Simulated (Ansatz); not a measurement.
System: C$_{5}$H$_{5}$Se (charge 0, doublet). It need not be the lowest isomer of its formula. 
Geometry from a B3LYP-D3(BJ)/def2-TZVP (Ansatz, a first-principles code) optimisation:
```xyz
11

C     -2.8938    -0.3215     0.0334
C     -1.3937    -0.2978     0.0166
C     -0.6128    -1.5183     0.0124
C      0.7083    -1.2858    -0.0032
Se     1.2062     0.5040    -0.0153
C     -0.6531     0.8410     0.0042
H     -3.3008     0.6895     0.0342
H     -3.2684    -0.8389     0.9200
H     -3.2880    -0.8453    -0.8408
H     -1.0634    -2.5018     0.0210
H     -1.0179     1.8560     0.0045
```
Charge 0, spin multiplicity 2.

Total electronic energies in hartree. Valence correlation only, unless marked. UHF or UKS for open shells. Spin-orbit coupling is left out. Frozen are the shells of the preceding noble gas and the d and f shells that filled before the atom's block. Non-relativistic. CBS marks a two-point X^-3 extrapolation of the correlation energy; Hartree-Fock from the larger set. The bracket is a focal-point correction in the basis named.

The UHF reference is spin-contaminated (<S^2> 0.41 over the pure value in the largest basis). 

| level | program | energy (Eh) |
|---|---|---|
| HF/cc-pVTZ | Ansatz | -2592.11174 |
| SVWN5/def2-TZVPD | Ansatz | -2589.86531 |
| B97M-V/def2-TZVPD | Ansatz | -2594.62921 |
| PBE0/6-31G* | Ansatz | -2594.17666 |
| PBE0-D3(BJ)/def2-TZVPD | Ansatz + dftd3 | -2594.54902 |
| PBE0-D4/def2-TZVP | Ansatz + dftd4 | -2594.54786 |
| HSE06/def2-TZVPD | Ansatz | -2594.53122 |
| CAM-B3LYP-D4/def2-TZVPD | Ansatz + dftd4 | -2595.07281 |
| CAM-B3LYP/def2-TZVPD | Ansatz | -2595.06297 |
| B2GP-PLYP-D4/def2-TZVPD | Ansatz + dftd4 | -2594.27911 |
| B2PLYP-D3(BJ)/def2-TZVPD | Ansatz + dftd3 | -2594.47299 |
| B2PLYP-D4/def2-TZVPD | Ansatz + dftd4 | -2594.47143 |
| RPA@PBE/cc-pVTZ | Ansatz | -2593.55069 |
| RPA@PBE/cc-pVQZ | Ansatz | -2593.67999 |
| MP2/CBS(cc-pVTZ,cc-pVQZ) | Ansatz | -2593.1313 |
| SCS-MP2/cc-pVQZ | Ansatz | -2593.07490 |
| CCSD/6-31G | Ansatz | -2592.08616 |
| CCSD/6-31G* | Ansatz | -2592.46508 |
| CCSD/cc-pVQZ | Ansatz | -2593.13336 |
| CCSD(T)/6-31G* | Ansatz | -2592.49926 |
| CCSD(T)/cc-pVDZ | Ansatz | -2592.81452 |
| RI-MP2/CBS(cc-pVTZ,cc-pVQZ)+[CCSD(T)-MP2]/cc-pVQZ | Ansatz | -2593.2346 |
| CCSD(T)/CBS(cc-pVTZ,cc-pVQZ) | Ansatz | -2593.2307 |

Totals of different functionals don't rank their quality; only differences between species are comparable.
